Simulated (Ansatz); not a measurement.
CH₄BGeI (`[I][GeH]1[BH][CH2]1`), 8 atoms. Charge 0, multiplicity 1. Correlated methods include outer-core shells of Ge, I, which these sets cover unevenly. Scalar relativity is left out up to krypton. I: def2 effective core potential. All runs use 4 threads of an Arm Neoverse V2 on a shared host. Correlated methods freeze the cores.

Q: How many basis functions does each run have, and how long does it take in Ansatz? RKS ωB97M-V/def2-QZVPP energy; direct RPA on PBE orbitals/def2-TZVPP energy; RKS BLYP-D4/def2-TZVPP energy; RKS PBE0-D4/def2-SVP energy; RKS PBE0-D4/def2-TZVP relaxation (11 steps); RKS PBE-D4/def2-TZVPP energy and forces; RHF-MP2/def2-QZVPP energy; RKS LC-ωPBE/def2-TZVPP energy; RHF-CCSD(T)/def2-TZVPP energy; RKS r2SCANh-D4/def2-TZVPP energy; RHF-CCSD(T)/def2-SVP energy; RKS ωB97M-V/def2-SVP energy. (Best estimate.)

A: Ansatz gave: Other jobs shared the machine, so times are rough.

| level | job | functions | wall time | peak host memory (GiB) |
| --- | --- | --- | --- | --- |
| RKS PBE0-D4/def2-SVP | energy | 106 | 1.2 s | 0.41 |
| RKS BLYP-D4/def2-TZVPP | energy | 216 | 1.7 s | 0.28 |
| RKS PBE-D4/def2-TZVPP | energy and forces | 216 | 1.8 s | 0.28 |
| RKS LC-ωPBE/def2-TZVPP | energy | 216 | 2 s | 0.41 |
| RKS r2SCANh-D4/def2-TZVPP | energy | 216 | 4 s | 0.64 |
| direct RPA on PBE orbitals/def2-TZVPP | energy | 216 | 4.4 s | 0.55 |
| RKS ωB97M-V/def2-SVP | energy | 106 | 4.6 s | 0.41 |
| RHF-CCSD(T)/def2-SVP | energy | 106 | 6.5 s | 0.53 |
| RHF-MP2/def2-QZVPP | energy | 405 | 14 s | 2.1 |
| RKS ωB97M-V/def2-QZVPP | energy | 405 | 16 s | 1.8 |
| RKS PBE0-D4/def2-TZVP | relaxation (11 steps) | 184 | 32 s | 0.51 |
| RHF-CCSD(T)/def2-TZVPP | energy | 216 | 120 s | 3.6 |

LC-ωPBE has ω = 0.4 bohr⁻¹.
